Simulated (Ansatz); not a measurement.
Start from `N[SiH2][SbH2]` and change one atom or group to get `N[SiH2][InH2]`.

Ansatz, PBE0-D4/def2-TZVP geometries, multiplicity 1. Each molecule was computed in one conformer, which needn't be the lowest.

Elements past krypton have def2 core potentials.

```tsv
property	`N[SiH2][SbH2]`
LUMO energy (PBE0/def2-TZVPP) / eV	-0.33
HOMO–LUMO gap (ωB97M-V/def2-TZVPP) / eV	10.12
size of the dipole moment (ωB97M-V/def2-TZVPP) / D	1.53
ideal-gas entropy at 298 K and 1 bar (rigid rotor, harmonic PBE0-D4/def2-TZVP) / J/(mol·K)	345
HOMO energy (B3LYP/def2-TZVPP) / eV	-6.63
HOMO–LUMO gap (B3LYP/def2-TZVPP) / eV	6.09
```

Question: What does the change do to each property? (Estimate.)

Answer: Ansatz gave: 
```csv
property,`N[SiH2][InH2]`,shift
LUMO energy (PBE0/def2-TZVPP) / eV,-1.96,-1.63
HOMO–LUMO gap (ωB97M-V/def2-TZVPP) / eV,8.56,-1.56
size of the dipole moment (ωB97M-V/def2-TZVPP) / D,1.43,-0.10
"ideal-gas entropy at 298 K and 1 bar (rigid rotor, harmonic PBE0-D4/def2-TZVP) / J/(mol·K)",349,4
HOMO energy (B3LYP/def2-TZVPP) / eV,-6.76,-0.13
HOMO–LUMO gap (B3LYP/def2-TZVPP) / eV,4.53,-1.56
```

With PBE0 the HOMO falls by 0.13 eV and the LUMO falls by 1.63 eV, so the gap narrows by about 1.50 eV. PBE moves the HOMO by -0.05 eV and ωB97M-V by -0.17 eV. Dipoles are sizes alone; their direction can turn.

B3LYP here is the variant with VWN-RPA as its local correlation; programs differ in this.

Spin–orbit coupling is left out; it splits and shifts lone-pair levels of the heavy atoms by tenths of an eV.
